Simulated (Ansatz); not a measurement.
CH₈AsBSi (`B[As](C)[SiH3]`). Charge 0, multiplicity 1. All single points use the PBE0-D4/def2-TZVP geometry.

```xyz
12

B    -0.731    0.195   -1.260
As   -0.982    0.653    0.804
C     0.884    1.218    1.200
Si   -0.440   -1.446    0.129
H     0.190    0.778   -1.752
H    -1.780    0.115   -1.830
H     1.066    1.131    2.271
H     1.627    0.640    0.654
H     0.970    2.265    0.907
H     0.927   -1.974    0.342
H    -0.270   -1.068   -1.463
H    -1.461   -2.507   -0.002
```

(1) What is the dipole moment at PBE/def2-TZVPP? (Best estimate.)

(2) And with r2SCAN, B3LYP, ωB97M-V? (Best estimate.)

(3) Give the Mulliken charges with PBE, B3LYP, r2SCAN in def2-TZVPP. (An estimate is asked.)

Answers

(1) Ansatz gave: 1.88 D, with components (1.18, -1.08, 0.99) D in this frame, pointing from negative to positive charge.

(2) Computed: r2SCAN 1.97 D, B3LYP 1.96 D, ωB97M-V 2.05 D.

(3) The calculation gave: 
| atom | PBE | B3LYP | r2SCAN |
| --- | --- | --- | --- |
| B1 | -0.26 | -0.22 | -0.21 |
| As2 | 0.12 | 0.09 | 0.10 |
| C3 | -0.39 | -0.40 | -0.29 |
| Si4 | 0.12 | 0.17 | 0.20 |
| H5 | 0.05 | 0.05 | 0.03 |
| H6 | 0.04 | 0.04 | 0.02 |
| H7 | 0.12 | 0.12 | 0.09 |
| H8 | 0.11 | 0.11 | 0.08 |
| H9 | 0.13 | 0.12 | 0.09 |
| H10 | -0.03 | -0.04 | -0.04 |
| H11 | 0.02 | -0.02 | -0.02 |
| H12 | -0.03 | -0.03 | -0.04 |

B3LYP here is the variant with VWN-RPA as its local correlation; programs differ in this.
